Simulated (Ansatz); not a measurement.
Ansatz (a quantum-chemistry and plane-wave program) input:

Ansatz 0.2 input:
```yaml
crystal:
  periodic: [false, false, false]
  atoms:
    - {symbol: Si, position_ang: [0.83935263, -0.39192641, 0.25701446]}
    - {symbol: O, position_ang: [1.01689347, 0.03833514, -1.19325990]}
    - {symbol: Br, position_ang: [-1.81922911, 0.35547925, 0.96367860]}
basis:
  gaussian:
    orbitals: def2-TZVP
hamiltonian:
  xc: b3lyp
  dispersion: d3bj
total_charge: -1
relax: {f_tol: 0.002, max_steps: 150}
```

Q: Predict the final energy.

A: -2939.09804 Eh (B3LYP-D3(BJ)/def2-TZVP). The basis has 116 functions. The run takes very roughly 25 core-seconds.
